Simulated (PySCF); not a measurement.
ClI, charge +1, doublet, at a GFN2-xTB geometry (a state made from the parent by changing its charge; the spin is typed, not shown lowest) (core potentials on I); SVWN5/def2-SVP in PySCF.

The PySCF input:
```python
from pyscf import gto, scf, dft

mol = gto.Mole()
mol.atom = '''
    Cl   -0.00000000   -0.00000000   -1.69095804
    I     0.00000000    0.00000000    0.54238277
'''
mol.basis = 'def2-svp'
mol.ecp = {'I': 'def2-svp'}
mol.charge = 1
mol.spin = 1
mol.verbose = 5
mol.build()

mf = dft.UKS(mol)
mf.xc = 'lda,vwn'
mf.kernel()
```

Problem. Predict the main parts of the log of this PySCF run.

Solution. 
```
PySCF version 2.14.0

[INPUT] verbose = 5
[INPUT] max_memory = 4000
[INPUT] num. atoms = 2
[INPUT] num. electrons = 41
[INPUT] charge = 1
[INPUT] spin (= nelec alpha-beta = 2S) = 1
[INPUT] symmetry False subgroup None
[INPUT] Mole.unit = angstrom
[INPUT] Symbol           X                Y                Z      unit          X                Y                Z       unit  Magmom
[...]
[INPUT] ---------------- BASIS SET ----------------
[INPUT] l, kappa, [nprim/nctr], expnt,             c_1 c_2 ...
[INPUT] I
[...]
                                23.336842412      -0.14989397324
                                19.583446104      0.36436474913
                                8.5112089186      -0.75538138199
                                2.1996161861      0.82816359356
                                1.0668970454      0.4216104811
[...]
                                1.7625986449      0.35271525193
[...]
                                10.558754576      -0.3837037278
                                1.5015895485      0.83554174719
                                0.64597173095     0.16787259488
[...]
                                15.616239482      -0.0050768108881
                                4.5266002139      0.29151065356
                                2.0529808766      0.51145783605
                                0.87640281623     0.31232025297
[...]
[INPUT] Cl
[...]
                                1571.7365221      0.014754727977
                                357.12065523      0.066679112875
                                100.25185935      0.17228924084
                                30.812727554      0.158837861
[...]
                                5.7045760975      0.60841752753
                                2.3508376809      0.54352153355
[...]
                                72.102015515      -0.063563355471
                                22.532680262      -0.24016428276
                                7.8991765444      -0.47798866557
                                2.8767268321      -0.38515850005
[...]
nuclear repulsion = 100.701296297451
number of shells = 18
number of NR pGTOs = 97
number of NR cGTOs = 44
basis = def2-svp
ecp = {'I': 'def2-svp'}

******** <class 'pyscf.dft.uks.UKS'> ********
method = UKS
initial guess = minao
damping factor = 0
level_shift factor = 0
DIIS = <class 'pyscf.scf.diis.CDIIS'>
diis_start_cycle = 1
diis_space = 8
diis_damp = 0
SCF conv_tol = 1e-09
SCF conv_tol_grad = None
SCF max_cycles = 50
direct_scf = True
direct_scf_tol = 1e-13
number electrons alpha = 21  beta = 20
XC library pyscf.dft.libxc version 7.1.2
    S. Lehtola, C. Steigemann, M. J. T. Oliveira, and M. A. L. Marques,  SoftwareX 7, 1–5 (2018)
XC functionals = lda,vwn
    P. A. M. Dirac,  Math. Proc. Cambridge Philos. Soc. 26, 376 (1930)
    F. Bloch,  Z. Phys. 57, 545 (1929)
    S. H. Vosko, L. Wilk, and M. Nusair,  Can. J. Phys. 58, 1200 (1980)
radial grids:
    Treutler-Ahlrichs [JCP 102, 346 (1995); DOI:10.1063/1.469408] (M4) radial grids

becke partition: Becke, JCP 88, 2547 (1988); DOI:10.1063/1.454033
pruning grids: <function nwchem_prune>
grids dens level: 3
symmetrized grids: False
atomic radii adjust function: <function treutler_atomic_radii_adjust>
small_rho_cutoff = 0
Set gradient conv threshold to 3.16228e-05
Density of valence part of ANO basis will be used as initial guess for I
atom Cl rad-grids = 80, ang-grids = [ 50  50  50  50  50  50  50  50  50  50  50  50  50  50  50  50  50  50
  50  50  50  50  50  50  86  86  86  86  86  86  86  86  86  86  86  86
  86 350 350 350 350 350 350 350 350 350 434 434 434 434 434 434 434 434
 434 434 434 434 434 434 434 434 434 434 350 350 350 350 350 350 350 350
 350 350 350 350 350 350 350 350]
atom I rad-grids = 95, ang-grids = [ 50  50  50  50  50  50  50  50  50  50  50  50  50  50  50  50  50  50
  50  50  50  50  50  50  50  50  50  50  50  50  86  86  86  86  86  86
  86  86  86  86  86  86  86  86  86  86 350 350 350 350 350 350 350 350
[...]
  1.79761111e+01  1.79851440e+01  1.81794568e+01  5.51195867e+01]
multiplicity <S^2> = 0.75051446  2S+1 = 2.0005144
nelec by numeric integration = [21.00000048 20.00000043]
E1 = -1341.0646257682724  E2 = 484.89331241956955  Ecoul = 533.1335648296913  Exc = -48.24025241012173
cycle= 48 E= -755.470017051251  delta_E= 0.000546  |g|= 0.0584  |ddm|= 0.0111
  alpha mo_energy =
[-1.00594435e+02 -9.45630033e+00 -7.32432010e+00 -7.31594065e+00
 -7.30775846e+00 -6.92969046e+00 -5.00644878e+00 -4.99632006e+00
 -4.98039553e+00 -2.15692190e+00 -2.15474076e+00 -2.14187258e+00
 -2.13373127e+00 -2.13134796e+00 -1.08701561e+00 -9.30080971e-01
 -6.74737837e-01 -6.18079984e-01 -5.98034076e-01 -5.28453896e-01
 -5.04190310e-01 -4.15158872e-01 -6.15260401e-02  2.35924282e-02
  2.49438123e-02  4.20527770e-02  7.58771056e-02  7.64978907e-02
  9.31487203e-02  1.09807148e-01  1.77716297e-01  2.97260907e-01
  4.19297874e-01  4.19368844e-01  4.31270451e-01  4.45996977e-01
  5.04285926e-01  5.96154977e-01  6.11147055e-01  9.20489156e-01
  1.79687540e+01  1.79814318e+01  1.81767550e+01  5.51168741e+01]
  beta  mo_energy =
[-1.00592091e+02 -9.45369501e+00 -7.32243174e+00 -7.31036091e+00
 -7.30564499e+00 -6.92713590e+00 -5.00491263e+00 -4.99150502e+00
 -4.97872234e+00 -2.15318583e+00 -2.14995972e+00 -2.14020430e+00
 -2.12883533e+00 -2.12744497e+00 -1.07680789e+00 -9.15009485e-01
 -6.66080839e-01 -5.98059694e-01 -5.91184675e-01 -5.02788917e-01
 -4.95204121e-01 -4.06136156e-01 -5.18185256e-02  3.22963304e-02
  4.23606881e-02  4.84997938e-02  9.57176859e-02  9.72476942e-02
  1.08686596e-01  1.15198173e-01  1.85453114e-01  3.04852458e-01
  4.35328072e-01  4.35800282e-01  4.46844406e-01  4.51263198e-01
  5.11391387e-01  6.11661488e-01  6.16530620e-01  9.28190137e-01
  1.79769637e+01  1.79842739e+01  1.81794503e+01  5.51195746e+01]
multiplicity <S^2> = 0.7504095  2S+1 = 2.0004095
nelec by numeric integration = [21.00000048 20.00000043]
E1 = -1341.0603346298242  E2 = 484.88849612129684  Ecoul = 533.1282653657572  Exc = -48.2397692444604
cycle= 49 E= -755.470542211076  delta_E= -0.000525  |g|= 0.0525  |ddm|= 0.0102
  alpha mo_energy =
[-1.00594246e+02 -9.45613294e+00 -7.32415625e+00 -7.31528977e+00
 -7.30806937e+00 -6.92965392e+00 -5.00639249e+00 -4.99533025e+00
 -4.98134032e+00 -2.15636470e+00 -2.15391483e+00 -2.14260985e+00
 -2.13371214e+00 -2.13183117e+00 -1.08688067e+00 -9.30001316e-01
 -6.74675229e-01 -6.16800189e-01 -5.99144920e-01 -5.26965301e-01
 -5.05624749e-01 -4.15091082e-01 -6.14034478e-02  2.47514591e-02
  2.50314668e-02  4.09809855e-02  7.59020663e-02  7.63795981e-02
  9.41668386e-02  1.08806392e-01  1.77686898e-01  2.97337825e-01
  4.19404090e-01  4.19457426e-01  4.32243806e-01  4.45230487e-01
  5.04310629e-01  5.97097110e-01  6.10315204e-01  9.20536294e-01
  1.79695396e+01  1.79806780e+01  1.81767941e+01  5.51168910e+01]
  beta  mo_energy =
[-1.00591900e+02 -9.45352459e+00 -7.32226269e+00 -7.30991160e+00
 -7.30574881e+00 -6.92709820e+00 -5.00484987e+00 -4.99070391e+00
 -4.97947493e+00 -2.15284110e+00 -2.14931601e+00 -2.14074610e+00
 -2.12880267e+00 -2.12772034e+00 -1.07668550e+00 -9.14958241e-01
 -6.66008791e-01 -5.97575492e-01 -5.91519554e-01 -5.02301453e-01
 -4.95628982e-01 -4.06055800e-01 -5.17918642e-02  3.23469771e-02
  4.27773046e-02  4.81788726e-02  9.59424789e-02  9.70050452e-02
  1.09086684e-01  1.14811944e-01  1.85499037e-01  3.04910561e-01
  4.35489286e-01  4.35833831e-01  4.47218591e-01  4.51114237e-01
  5.11485961e-01  6.12007091e-01  6.16299620e-01  9.28255911e-01
  1.79774254e+01  1.79838479e+01  1.81794990e+01  5.51195940e+01]
multiplicity <S^2> = 0.75036431  2S+1 = 2.0003643
nelec by numeric integration = [21.00000048 20.00000043]
E1 = -1341.0546800775908  E2 = 484.88259018864005  Ecoul = 533.1218950238782  Exc = -48.23930483523813
cycle= 50 E= -755.470793591499  delta_E= -0.000251  |g|= 0.0495  |ddm|=  1.3
SCF not converged.
SCF energy = -755.470793591499 after 50 cycles  <S^2> = 0.75036431  2S+1 = 2.0003643
```

Convergence was not reached.
